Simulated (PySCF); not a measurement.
Species: C7H10P2.
Bonds: C1–C2, C2–C3, C3–C4 (aromatic), C4–C5 (aromatic), C5–P6 (aromatic), P6–C7 (aromatic), C7–C8, C7–P9 (aromatic), C3–P9 (aromatic). Hydrogens: H10, H11, H12 on C1; H13, H14 on C2; H15 on C4; H16 on C5; H17, H18, H19 on C8.

The same species was optimised twice, with GFN2-xTB and with PBE0-D3(BJ)/def2-SVP (PySCF), and the same property calculations (PySCF, gas phase) were run on both structures.

```json
{"coordinate": "C3–C4 (Å)", "GFN2-xTB": "1.383", "PBE0-D3(BJ)/def2-SVP": "1.395", "change": "+0.012"}
{"coordinate": "C4–C5 (Å)", "GFN2-xTB": "1.380", "PBE0-D3(BJ)/def2-SVP": "1.391", "change": "+0.011"}
{"coordinate": "C2–C3 (Å)", "GFN2-xTB": "1.508", "PBE0-D3(BJ)/def2-SVP": "1.511", "change": "+0.003"}
{"coordinate": "C7–C8 (Å)", "GFN2-xTB": "1.510", "PBE0-D3(BJ)/def2-SVP": "1.512", "change": "+0.002"}
{"coordinate": "C1–C2 (Å)", "GFN2-xTB": "1.529", "PBE0-D3(BJ)/def2-SVP": "1.526", "change": "-0.003"}
{"coordinate": "C5–P6 (Å)", "GFN2-xTB": "1.732", "PBE0-D3(BJ)/def2-SVP": "1.733", "change": "+0.001"}
{"coordinate": "C7–P9 (Å)", "GFN2-xTB": "1.739", "PBE0-D3(BJ)/def2-SVP": "1.739", "change": "0.000"}
{"coordinate": "P6–C7 (Å)", "GFN2-xTB": "1.742", "PBE0-D3(BJ)/def2-SVP": "1.742", "change": "0.000"}
{"coordinate": "C3–P9 (Å)", "GFN2-xTB": "1.747", "PBE0-D3(BJ)/def2-SVP": "1.747", "change": "0.000"}
{"coordinate": "C1–C2–C3 (°)", "GFN2-xTB": "110.4", "PBE0-D3(BJ)/def2-SVP": "112.4", "change": "+2.0"}
{"coordinate": "C3–P9–C7 (°)", "GFN2-xTB": "104.6", "PBE0-D3(BJ)/def2-SVP": "106.1", "change": "+1.5"}
{"coordinate": "P6–C7–P9 (°)", "GFN2-xTB": "129.6", "PBE0-D3(BJ)/def2-SVP": "128.5", "change": "-1.1"}
{"coordinate": "C4–C3–P9 (°)", "GFN2-xTB": "126.5", "PBE0-D3(BJ)/def2-SVP": "125.7", "change": "-0.8"}
{"coordinate": "C2–C3–P9 (°)", "GFN2-xTB": "115.0", "PBE0-D3(BJ)/def2-SVP": "115.7", "change": "+0.7"}
{"coordinate": "C5–P6–C7 (°)", "GFN2-xTB": "103.4", "PBE0-D3(BJ)/def2-SVP": "104.0", "change": "+0.6"}
{"coordinate": "P6–C7–C8 (°)", "GFN2-xTB": "115.4", "PBE0-D3(BJ)/def2-SVP": "116.0", "change": "+0.6"}
{"coordinate": "C3–C4–C5 (°)", "GFN2-xTB": "127.2", "PBE0-D3(BJ)/def2-SVP": "126.7", "change": "-0.5"}
{"coordinate": "C1–C2–C3–C4 (°)", "GFN2-xTB": "-85", "PBE0-D3(BJ)/def2-SVP": "-82", "change": "+3"}
```

Rotational constants: A = 2049, B = 875.8, C = 653.9 MHz (GFN2-xTB) against A = 2055, B = 858.9, C = 643.7 MHz (PBE0-D3(BJ)/def2-SVP). Point groups within 0.08 Å: C1 and C1.

On the GFN2-xTB structure: HOMO (eV) -6.97 [PBE0/pcSseg-1]; LUMO (eV) -1.89 [PBE0/pcSseg-1]; dipole (D) 1.38 [PBE0/pcSseg-1]; GIAO shielding of C1 (ppm) 161.0 [PBE0/pcSseg-1]; GIAO shielding of C2 (ppm) 147.2 [PBE0/pcSseg-1]; GIAO shielding of C3 (ppm) -1.0 [PBE0/pcSseg-1]; GIAO shielding of C4 (ppm) 50.5 [PBE0/pcSseg-1]; GIAO shielding of C5 (ppm) 22.8 [PBE0/pcSseg-1]; GIAO shielding of P6 (ppm) 72.9 [PBE0/pcSseg-1]; GIAO shielding of C7 (ppm) -33.9 [PBE0/pcSseg-1]; GIAO shielding of C8 (ppm) 155.7 [PBE0/pcSseg-1].

Question: What do these properties become on the PBE0-D3(BJ)/def2-SVP structure?

Answer: 
| property | level | on GFN2-xTB | on PBE0-D3(BJ)/def2-SVP | change |
| --- | --- | --- | --- | --- |
| HOMO (eV) | PBE0/pcSseg-1 | -6.97 | -6.99 | -0.02 |
| LUMO (eV) | PBE0/pcSseg-1 | -1.89 | -1.90 | -0.01 |
| dipole (D) | PBE0/pcSseg-1 | 1.38 | 1.37 | -0.01 |
| energy, GFN2-xTB geometry as zero (kcal/mol) | PBE0/pcSseg-1 | 0.0 | -0.5 | -0.5 |
| GIAO shielding of C1 (ppm) | PBE0/pcSseg-1 | 161.0 | 160.5 | -0.5 |
| GIAO shielding of C2 (ppm) | PBE0/pcSseg-1 | 147.2 | 147.0 | -0.2 |
| GIAO shielding of C3 (ppm) | PBE0/pcSseg-1 | -1.0 | -0.8 | +0.2 |
| GIAO shielding of C4 (ppm) | PBE0/pcSseg-1 | 50.5 | 46.9 | -3.6 |
| GIAO shielding of C5 (ppm) | PBE0/pcSseg-1 | 22.8 | 21.7 | -1.1 |
| GIAO shielding of P6 (ppm) | PBE0/pcSseg-1 | 72.9 | 66.3 | -6.6 |
| GIAO shielding of C7 (ppm) | PBE0/pcSseg-1 | -33.9 | -32.5 | +1.4 |
| GIAO shielding of C8 (ppm) | PBE0/pcSseg-1 | 155.7 | 154.6 | -1.1 |

The heavy atoms differ by 0.033 Å rms after alignment. Among bonds between heavy atoms C3–C4 and C4–C5 change most and about equally (+0.011 to +0.012 Å). Changes are differences of the printed values. Neither structure is proved a minimum here.

Shape of the structure used: `[CH3:1][CH2:2][c:3]1[cH:4][cH:5][p:6][c:7]([CH3:8])[p:9]1`: C1–C2–C3–C4 -82°.
